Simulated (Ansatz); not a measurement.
Ansatz (a quantum-chemistry and plane-wave program) input for C3H2F3, SMILES C=[C]C(F)(F)F, multiplicity 2, PBE0-D3(BJ)/def2-SVP. 

Ansatz 0.2 input:
```yaml
crystal:
  periodic: [false, false, false]
  atoms:
    - {symbol: C, position_ang: [-0.06832018, -2.22912220, 0.00000000]}
    - {symbol: C, position_ang: [-0.56015588, -1.00643583, 0.00000000]}
    - {symbol: C, position_ang: [-0.04033617, 0.38029538, 0.00000000]}
    - {symbol: F, position_ang: [-0.45511986, 1.06042277, -1.09157533]}
    - {symbol: F, position_ang: [-0.45511986, 1.06042278, 1.09157533]}
    - {symbol: F, position_ang: [1.32135745, 0.39688013, -0.00000000]}
    - {symbol: H, position_ang: [-0.71501358, -3.12412762, -0.00000000]}
    - {symbol: H, position_ang: [1.02782737, -2.40382759, 0.00000000]}
basis:
  gaussian:
    orbitals: def2-SVP
hamiltonian:
  xc: pbe0
  dispersion: d3bj
magnetization: {spin_polarized: true, initial_magnetization: 1}
relax: {f_tol: 0.002, max_steps: 200}
```

Program output:

```
WARN ansatz: RAYON_NUM_THREADS=1 ignored (pool sized by the plan → 1); use --threads N
Functional definition: PBE0
integrals: 0.04 GiB planned
1036 factors; integrals over basis functions are off by at most 3.3e-4 eV
mean field: 0.58 GiB planned
mean field evaluation 1: about -11267.2140 eV, gradient 3.2e1 eV
mean field evaluation 2: about -11264.9364 eV, gradient 4.1e1 eV
mean field evaluation 4: about -11271.3523 eV, gradient 1.9e0 eV
mean field evaluation 8: about -11271.4257 eV, gradient 1.6e-1 eV
mean field evaluation 16: about -11271.4271 eV, gradient 2.6e-4 eV
mean field -11271.42713019 eV, -414.2173069869 hartree, gradient 7.5e-5 eV, S^2 0.767415; 0 other end points of the search recorded, 0 dependent functions left out
the calculation of the forces begins
reference -11271.42714655 eV, -414.2173075881 hartree; 24, 23 occupied and 70, 71 virtual orbitals, 1036 factors
relax step   1: F+E_penalty+E_count = -11271.53154188 eV  Δ(F+E_penalty+E_count) = +0.000e0 eV  max|allowed force component| = 9.681e-1 eV/Å  Δτ_max = 0.0000 Å  (35 SCF iters, accepted)
these checks for a lower state are left out or cut short: starts, cluster_reference, orbital_swaps, neighbouring_geometries, increment
integrals: 0.04 GiB planned
1036 factors; integrals over basis functions are off by at most 3.2e-4 eV
mean field: 0.58 GiB planned
mean field -11271.45684430 eV, -414.2183989602 hartree, gradient 2.7e-5 eV, S^2 0.766472; 0 other end points of the search recorded, 0 dependent functions left out
the calculation of the forces begins
reference -11271.45686066 eV, -414.2183995614 hartree; 24, 23 occupied and 70, 71 virtual orbitals, 1036 factors
relax step   2: F+E_penalty+E_count = -11271.56165614 eV  Δ(F+E_penalty+E_count) = -3.011e-2 eV  max|allowed force component| = 4.122e-1 eV/Å  Δτ_max = 0.0162 Å  (41 SCF iters, accepted)
these checks for a lower state are left out or cut short: starts, cluster_reference, orbital_swaps, neighbouring_geometries, increment
integrals: 0.04 GiB planned
1036 factors; integrals over basis functions are off by at most 3.2e-4 eV
mean field: 0.58 GiB planned
mean field evaluation 32: about -11271.4615 eV, gradient 1.4e-1 eV
mean field -11271.46162020 eV, -414.2185744714 hartree, gradient 1.2e-5 eV, S^2 0.766305; 0 other end points of the search recorded, 0 dependent functions left out
the calculation of the forces begins
reference -11271.46163657 eV, -414.2185750728 hartree; 24, 23 occupied and 70, 71 virtual orbitals, 1036 factors
relax step   3: F+E_penalty+E_count = -11271.56660580 eV  Δ(F+E_penalty+E_count) = -4.950e-3 eV  max|allowed force component| = 5.744e-2 eV/Å  Δτ_max = 0.0111 Å  (42 SCF iters, accepted)
these checks for a lower state are left out or cut short: starts, cluster_reference, orbital_swaps, neighbouring_geometries, increment
integrals: 0.04 GiB planned
1036 factors; integrals over basis functions are off by at most 3.2e-4 eV
mean field: 0.58 GiB planned
mean field -11271.46173277 eV, -414.2185786082 hartree, gradient 1.3e-5 eV, S^2 0.766328; 0 other end points of the search recorded, 0 dependent functions left out
the calculation of the forces begins
reference -11271.46174913 eV, -414.2185792095 hartree; 24, 23 occupied and 70, 71 virtual orbitals, 1036 factors
relax step   4: F+E_penalty+E_count = -11271.56672416 eV  Δ(F+E_penalty+E_count) = -1.184e-4 eV  max|allowed force component| = 3.181e-2 eV/Å  Δτ_max = 0.0019 Å  (31 SCF iters, accepted)
these checks for a lower state are left out or cut short: starts, cluster_reference, orbital_swaps, neighbouring_geometries, increment
integrals: 0.04 GiB planned
1036 factors; integrals over basis functions are off by at most 3.2e-4 eV
mean field: 0.58 GiB planned
mean field -11271.46178115 eV, -414.2185803861 hartree, gradient 2.3e-5 eV, S^2 0.766366; 0 other end points of the search recorded, 0 dependent functions left out
the calculation of the forces begins
reference -11271.46179751 eV, -414.2185809871 hartree; 24, 23 occupied and 70, 71 virtual orbitals, 1036 factors
relax step   5: F+E_penalty+E_count = -11271.56680708 eV  Δ(F+E_penalty+E_count) = -8.292e-5 eV  max|allowed force component| = 1.302e-2 eV/Å  Δτ_max = 0.0047 Å  (32 SCF iters, accepted)
these checks for a lower state are left out or cut short: starts, cluster_reference, orbital_swaps, neighbouring_geometries, increment
integrals: 0.04 GiB planned
1036 factors; integrals over basis functions are off by at most 3.2e-4 eV
mean field: 0.58 GiB planned
mean field -11271.46177206 eV, -414.2185800520 hartree, gradient 5.6e-5 eV, S^2 0.766372; 0 other end points of the search recorded, 0 dependent functions left out
the calculation of the forces begins
reference -11271.46178841 eV, -414.2185806528 hartree; 24, 23 occupied and 70, 71 virtual orbitals, 1036 factors
relax step   6: F+E_penalty+E_count = -11271.56681591 eV  Δ(F+E_penalty+E_count) = -8.835e-6 eV  max|allowed force component| = 4.349e-3 eV/Å  Δτ_max = 0.0020 Å  (27 SCF iters, accepted)
these checks for a lower state are left out or cut short: starts, cluster_reference, orbital_swaps, neighbouring_geometries, increment
integrals: 0.04 GiB planned
1036 factors; integrals over basis functions are off by at most 3.2e-4 eV
mean field: 0.58 GiB planned
mean field -11271.46176648 eV, -414.2185798468 hartree, gradient 2.2e-5 eV, S^2 0.766371; 0 other end points of the search recorded, 0 dependent functions left out
the calculation of the forces begins
reference -11271.46178282 eV, -414.2185804476 hartree; 24, 23 occupied and 70, 71 virtual orbitals, 1036 factors
relax step   7: F+E_penalty+E_count = -11271.56681704 eV  Δ(F+E_penalty+E_count) = -1.123e-6 eV  max|allowed force component| = 6.577e-4 eV/Å  Δτ_max = 0.0007 Å  (26 SCF iters, accepted)
integrals: 0.04 GiB planned
1036 factors; integrals over basis functions are off by at most 3.2e-4 eV
mean field: 0.58 GiB planned
mean field evaluation 64: about -11267.2398 eV, gradient 3.2e1 eV
mean field -11271.46176648 eV, -414.2185798468 hartree, gradient 2.2e-5 eV, S^2 0.766371; 1 other end points of the search recorded, 0 dependent functions left out
the calculation of the forces begins
reference -11271.46178282 eV, -414.2185804476 hartree; 24, 23 occupied and 70, 71 virtual orbitals, 1036 factors
Total energy: -11271.56683339 eV, -414.2224409846 hartree
Atom 0 at    -0.067632    -2.216119     0.000000 Å, force     0.000100     0.000494    -0.000000 eV/Å
Atom 1 at    -0.572425    -1.007515     0.000000 Å, force     0.000295    -0.000556    -0.000000 eV/Å
Atom 2 at    -0.040106     0.372637     0.000000 Å, force     0.000547    -0.000569    -0.000000 eV/Å
Atom 3 at    -0.442738     1.047432    -1.076233 Å, force     0.000096     0.000336    -0.000259 eV/Å
Atom 4 at    -0.442738     1.047432     1.076233 Å, force     0.000096     0.000336     0.000259 eV/Å
Atom 5 at     1.300396     0.371812     0.000000 Å, force    -0.000658     0.000206     0.000000 eV/Å
Atom 6 at    -0.701392    -3.109577    -0.000000 Å, force    -0.000244    -0.000539    -0.000000 eV/Å
Atom 7 at     1.021754    -2.371594    -0.000000 Å, force    -0.000233     0.000290     0.000000 eV/Å
Dipole moment:     0.032529    -0.449092     0.000000 e Å
```

The run converged.
